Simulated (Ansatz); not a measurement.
Ansatz (a first-principles code) input file for N-dimethylsilylethanamine (C4H13NSi), SMILES CCN[SiH](C)C, PBE/def2-SVPD. Geometry optimised at PBE0-D3(BJ)/def2-SVP. One conformer was computed; it need not be the lowest.

Ansatz 0.2 input:
```yaml
crystal:
  periodic: [false, false, false]
  atoms:
    - {symbol: C, position_ang: [2.44067219, -0.62137325, 0.95218577]}
    - {symbol: C, position_ang: [1.56191628, 0.59419000, 0.68577472]}
    - {symbol: N, position_ang: [0.81832853, 0.53330933, -0.55025262]}
    - {symbol: Si, position_ang: [-0.84280989, 0.05026980, -0.70846889]}
    - {symbol: C, position_ang: [-1.96727582, 1.24903041, 0.20277938]}
    - {symbol: C, position_ang: [-1.18311644, -1.68808043, -0.06668976]}
    - {symbol: H, position_ang: [2.99312020, -0.51960694, 1.90006226]}
    - {symbol: H, position_ang: [1.83700869, -1.54095499, 1.00040008]}
    - {symbol: H, position_ang: [3.18133551, -0.75240628, 0.14654549]}
    - {symbol: H, position_ang: [0.84510841, 0.71322708, 1.51734549]}
    - {symbol: H, position_ang: [2.18678215, 1.50728780, 0.71413955]}
    - {symbol: H, position_ang: [1.39910252, 0.51459088, -1.38044365]}
    - {symbol: H, position_ang: [-1.11420331, 0.09786687, -2.18092128]}
    - {symbol: H, position_ang: [-3.02580133, 0.97020425, 0.07900093]}
    - {symbol: H, position_ang: [-1.75110277, 1.25152293, 1.28351725]}
    - {symbol: H, position_ang: [-1.83160622, 2.27514176, -0.17111646]}
    - {symbol: H, position_ang: [-0.95333607, -1.75949664, 1.00919617]}
    - {symbol: H, position_ang: [-2.24192797, -1.96362920, -0.19876944]}
    - {symbol: H, position_ang: [-0.56661826, -2.43329023, -0.59292408]}
basis:
  gaussian:
    orbitals: def2-SVPD
hamiltonian:
  xc: {name: PBE}
```

Log of the run:

```
WARN ansatz: RAYON_NUM_THREADS=2 ignored (pool sized by the plan → 2); use --threads N
Functional definition: PBE
integrals: 0.20 GiB planned
1911 factors; their error is unknown
mean field: 1.35 GiB planned
mean field evaluation 1: about -13688.1243 eV, gradient 9.7e1 eV
mean field evaluation 2: about -13636.8636 eV, gradient 1.6e2 eV
mean field evaluation 4: about -13710.0666 eV, gradient 1.4e1 eV
mean field evaluation 8: about -13710.4896 eV, gradient 2.9e-1 eV
mean field evaluation 16: about -13710.3997 eV, gradient 4.2e-4 eV
mean field -13710.39970709 eV, -503.8478959928 hartree, gradient 2.0e-5 eV, S^2 0.000000; 0 other end points of the search recorded, 0 dependent functions left out
reference -13710.39976659 eV, -503.8478981794 hartree; 29, 29 occupied and 199, 199 virtual orbitals, 1911 factors
Total energy: -13710.39976659 eV, -503.8478981794 hartree
```

Self-consistency was reached.

Cost: roughly 8 core-seconds.
